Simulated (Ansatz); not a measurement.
`O[SiH](F)[O][GeH3]` + HCl → `F[SiH](Cl)[O][GeH3]` + H₂O at 298.15 K and 1 bar (ligand exchange at the Si–O bond).

Computed with Ansatz on PBE0-D4/def2-TZVP structures; ΔE is electronic, products minus reactants. CCSD(T)/CBS adds triple-zeta CCSD(T) − MP2 to the extrapolated MP2 energy (def2 sets, frozen cores). This one scheme is used for every species. For Ge outer-core shells are correlated without core-valence functions, which leaves a few kJ/mol of doubt a bond. Scalar relativity is left out up to krypton. Each species was taken in one conformer, which may not be the lowest.

```csv
species,CCSD(T)/CBS energy (Eh),H − E (kJ/mol),S (J/(mol·K))
`O[SiH](F)[O][GeH3]`,-2618.53177,167.1,385.2
HCl,-460.38127,26.6,186.8
`F[SiH](Cl)[O][GeH3]`,-3002.53092,133.7,390.4
H₂O,-76.37941,66.4,188.7
```

H − E and S are ideal-gas, rigid-rotor, harmonic terms from PBE0-D4/def2-TZVP, for one conformer and one mirror image of each species. 1 Eh = 2625.50 kJ/mol, R = 8.31446 J/(mol·K).

Question: By hand: ΔE, ΔH, ΔS and ΔG.

Answer: ΔE = (-3002.53092) + (-76.37941) − (-2618.53177) − (-460.38127) = 0.00271 Eh = 7.1 kJ/mol. Δ(H − E) = 133.7 + 66.4 − 167.1 − 26.6 = 6.4, so ΔH = 13.5 kJ/mol. ΔS = 390.4 + 188.7 − 385.2 − 186.8 = 7.1 J/(mol·K). ΔG = 13.5 − 298.15 × (7.1)/1000 = 11.4 kJ/mol.

Question: By hand: the equilibrium constant, and the temperature at which ΔG would vanish if ΔH and ΔS stayed fixed.

Answer: log₁₀ K = −ΔG/(RT ln 10) = -2.0. ΔG = 0 at ΔH/ΔS = 1901 K, though so small a ΔS makes that figure unsure.

The number of gas molecules stays the same, so ΔS is small and ΔH decides. A doubt of 5 kJ/mol in ΔE shifts log₁₀ K by 0.9 here. Other conformers and mirror images would add mixing entropy, several J/(mol·K) or more a flexible species. Modes under 60 cm⁻¹, often nearly free rotors, make the harmonic entropy too high. These are equilibria of isolated gas molecules and say nothing of rates. Largest T1 diagnostic: 0.012 (customary marks: 0.02 for closed shells, 0.045 for open ones).
